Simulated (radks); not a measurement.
The nuclear charge of neutral thallium is varied continuously with 81 electrons held in [Hg] 6p1. Calculated with a radial shooting solver on a logarithmic mesh with Libxc functionals: Dirac Kohn-Sham, PBE, spin-unpolarised, spherical densities, finite nucleus; open shells fill j = l - 1/2 first; Fermi nuclear charge, rms radius 5.4759 fm. By the Hellmann-Feynman theorem dE/dZ = E(electron-nucleus)/Z, the electronic potential at the nucleus (averaged over a nucleus of fixed radius).

| Z | E (hartree) | E(electron-nucleus)/Z (hartree) | HOMO | e(HOMO) (eV) | <r> HOMO (bohr) |
|---|---|---|---|---|---|
| 80.75 | -20125.8195 | -629.403 | 6p1/2 | -1.227 | 3.832 |
| 81 | -20283.5660 | -632.569 | 6p1/2 | -2.840 | 3.469 |
| 81.25 | -20442.1042 | -635.738 | 6p1/2 | -4.649 | 3.228 |
| 81.5 | -20601.4353 | -638.912 | 6p1/2 | -6.615 | 3.049 |
| 81.75 | -20761.5606 | -642.092 | 6p1/2 | -8.715 | 2.905 |
| 82 | -20922.4816 | -645.278 | 6p1/2 | -10.938 | 2.786 |

The central difference of E at Z = 81 is -632.569 hartree, to compare with the third column; the second derivative is -12.7 hartree.
